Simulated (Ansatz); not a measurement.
# Energy profile

The step: GaNH₄ ([NH2][GaH2]) + H₂S → GaH₃S ([SH][GaH2]) + NH₃ (still joined by a long Ga–N bond); bonds formed: N2–H5; dative contacts that become bonds: Ga1–S6; bonds broken: H5–S6; bonds weakened to dative contacts: Ga1–N2 (atoms numbered as in the saddle structure below).

```
9
angstrom
Ga -0.8086 -0.7125 0.0800
N -0.4109 1.1565 -0.1368
H -1.4768 -1.3801 -1.1660
H -0.8861 -1.1965 1.5662
H 1.0967 0.4295 -0.4325
S 1.7197 -0.8720 -0.4815
H -0.8521 1.6326 -0.9127
H -0.4940 1.7438 0.6825
H 2.1120 -0.8013 0.8007
```

Electronic energies by CCSD(T) at an estimated basis limit (MP2 extrapolated from triple and quadruple zeta, plus CCSD(T) − MP2 in triple zeta), on PBE0-D4/def2-TZVP structures; GaNH₆S, singlet; no counterpoise correction. Computed with Ansatz 0.2.0 (basis: def2-TZVPP and def2-QZVPP); correlated methods freeze the cores. Filled d shells of the heavier atoms are correlated. The def2 sets are not built for correlating such inner shells, so the correlated values are less sure here. Extrapolation: Hartree–Fock as exp(−7.88 √X), correlation as X^−2.97.

(1) Give the profile in kcal/mol, counted from the separated reactants. (An estimate is asked for; the value comes from the calculation.)

The T1 diagnostic stays at or below 0.015.

Answers

(1) The calculation gives:
```json
{"point": "separated: GaNH₄ (linked as [NH2][GaH2]; Ga1, N2, H3, H4, H7, H8; singlet) + H₂S (H5, S6, H9; singlet)", "kcal/mol": "0.00"}
{"point": "start structure", "kcal/mol": "-5.50"}
{"point": "saddle", "kcal/mol": "-2.19"}
{"point": "end structure", "kcal/mol": "-33.80"}
{"point": "separated: GaH₃S (linked as [SH][GaH2]; Ga1, H3, H4, S6, H9; singlet) + NH₃ (N2, H5, H7, H8; singlet)", "kcal/mol": "-11.65"}
```
The saddle lies below the separated reactants: the barrier is submerged.

Exchanges of this kind with a chalcogen hydride build sulfide and selenide films.

For scale, one of the runs: CCSD(T)/def2-TZVPP, 205 basis functions, launched by `ansatz run in.yaml --threads 4 --pin off --events-out ev --progress --plain --max-ram 9574MiB`. The run took 110 s on 4 CPU threads of an AMD EPYC (shared host), with 2.6 GiB of host memory at its peak.
